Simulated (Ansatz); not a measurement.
Clusters of 6 atoms, chalcogenide: gap (eV) at several levels, gas phase, relaxed structures; Ansatz. Clusters are the lowest isomers that short searches found in that spin, judged at the geometry's level. Core potentials for Bi, Hf, Ta, Te in the def2 sets, no spin–orbit coupling. HOMO and LUMO are taken over both spins. Singlets are spin-restricted. The structures are stationary points that may keep the symmetry of their start. Remarks come from the PBE and PBE0 runs and from stability tests at other levels; not every state was tested.

```tsv
species	state	geometry	PBE-D4/def2-SVP	PBE-D4/def2-TZVP	PBE0-D4/def2-SVP	remarks
Li4Te2⁺	doublet	PBE-D4/def2-SVP	0.70	0.72	2.38	–
Hf2Se4	singlet	PBE-D4/def2-SVP	1.61	1.62	3.19	–
Li4Se2⁺	doublet	PBE-D4/def2-SVP	0.88	0.90	2.86	–
Ti2Se4	singlet	PBE0-D4/def2-SVP	1.09	1.07	2.90	restricted SCF unstable
Bi3S3⁺	singlet	PBE-D4/def2-SVP	1.58	1.58	3.08	restricted SCF unstable in HF
Ta2Te4	singlet	r2SCAN-D4/def2-SVP	0.88	0.88	2.06	triplet lower at PBE0
```

(1) Estimate the column for r2SCAN-D4/def2-TZVP.

(1) Li4Te2⁺ 1.21; Hf2Se4 1.99; Li4Se2⁺ 1.44; Ti2Se4 1.39; Bi3S3⁺ 1.86; Ta2Te4 1.02.
